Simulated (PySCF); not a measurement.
## CH5MgNO

The system: CH5MgNO, a small molecule; neutral, singlet. The structure, one conformer, was relaxed in the gas phase by PBE0-D3(BJ)/def2-SVP. No frequency run checks that it is a minimum.

SMILES: C[NH][Mg][OH]

Coordinates in Å:
```
O1     -2.471    1.632    1.007
Mg2    -0.934    0.974    0.417
N3      0.717    0.235   -0.147
C4      1.061   -1.136   -0.435
H5     -3.307    2.087    0.971
H6      1.531    0.831   -0.273
H7      0.190   -1.800   -0.292
H8      1.398   -1.302   -1.479
H9      1.859   -1.542    0.220
```

Shieldings: GIAO PBE0/pcSseg-2. Shifts are against computed references at the same level: C TMS (σ 184.1 ppm), H TMS (σ 31.24 ppm). Core levels by delta-SCF with SCAN, pcX-2 on the ionised atom and pcseg-1 elsewhere, spin-free X2C; from the vacuum level, for chosen atoms.

**Question.** Give the NMR and core-level values of the distinct atoms.

**Answer.** 
| atoms | bonded to | σ (ppm) | δ (ppm) | core level (eV) |
| --- | --- | --- | --- | --- |
| O1 | 1 Mg + 1 H | 358.0 | - | 1s 536.56 |
| Mg2 | 1 N + 1 O | 518.8 | - | 1s 1311.20 |
| N3 | 1 C + 1 Mg + 1 H | 266.6 | - | 1s 403.03 |
| C4 | 1 N + 3 H | 145.7 | 38.4 | 1s 290.97 |
| H5 | 1 O | 31.38 | -0.13 | - |
| H6 | 1 N | 32.28 | -1.04 | - |
| H7 H8 H9 | 1 C | 28.28 | 2.96 | - |

Values are those of this one static structure, with the three H of a rotating XH3 group averaged; atoms that internal rotation interchanges would show their mean in an NMR spectrum.

**Question.** By CAM-B3LYP/def2-SVPD (TDDFT singlets, Tamm-Dancoff triplets, ionisation by delta-SCF), where does absorption start, and what does vertical ionisation take?

**Answer.** The lowest singlet lies at 3.78 eV (f 0.027), the strongest of the first 6 at 5.92 eV (f 0.068), the lowest triplet at 3.49 eV; vertical ionisation takes 8.13 eV.

The 3 runs behind this took 100 s in all, one thread each of Arm Neoverse N1 on a shared host, launched as `OMP_NUM_THREADS=1 python cluster_run.py task.json out`.
